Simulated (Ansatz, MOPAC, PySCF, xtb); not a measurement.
Pair of molecules: CH3F (SMILES CF) (first 5 atoms) with C2H3F (SMILES C=CF); geometry from B3LYP-D3(BJ)/def2-TZVP, rigid monomers moved along the line of their centres of mass till F2···H9 is 2.12 Å.
(charge 0, multiplicity 1):
```
atom    x (Å)    y (Å)    z (Å)
----  -------  -------  -------
C      0.3677   0.6683  -0.2241
F     -1.0092   0.5520  -0.0261
H      0.5807   1.6753  -0.5837
H      0.8713   0.4874   0.7244
H      0.6732  -0.0702  -0.9659
C     -1.3425  -0.1965   3.0288
C     -0.1584  -0.2424   3.6021
F      0.9820   0.0170   2.9195
H     -1.4652   0.0508   1.9832
H     -2.2178  -0.4130   3.6236
H      0.0480  -0.4803   4.6371
```

Interaction energies are E(AB) − E(A) − E(B) at the monomers' geometry in the complex; basis-set methods are counterpoise corrected. Rows marked so take none.

Rows in 3-21G, 6-31G*, STO-3G carry no dispersion term and start afresh at each structure (6-31G* with six Cartesian d functions). MP2/6-31G* freezes PySCF's default core. The state that PM7 reach isn't checked; PM7 holds dispersion and hydrogen-bond terms.

Programs: Ansatz (a quantum-chemistry and plane-wave program) with Gaussian orbitals; MOPAC for PM7 (differences of heats of formation); PySCF for 3-21G rows, 6-31G* rows, STO-3G rows, the dispersion terms; xtb for the GFN methods. Values without a source in brackets are computed.

```tsv
level	interaction energy (kcal/mol)
PM7	3.03
GFN1-xTB	-1.97
HF/STO-3G (no counterpoise)	-1.19
HF/6-31G* (no counterpoise)	-1.88
B3LYP/3-21G (no counterpoise)	-11.53
B3LYP-D3(BJ)/def2-TZVPPD	-1.69
PBE0-D3(BJ)/def2-TZVPPD	-1.66
M06-2X/6-31G* (no counterpoise)	-4.58
MP2/6-31G* (no counterpoise)	___
```

Some entries are withheld; supply them.


- MP2/6-31G* (no counterpoise), interaction energy (kcal/mol): -4.29
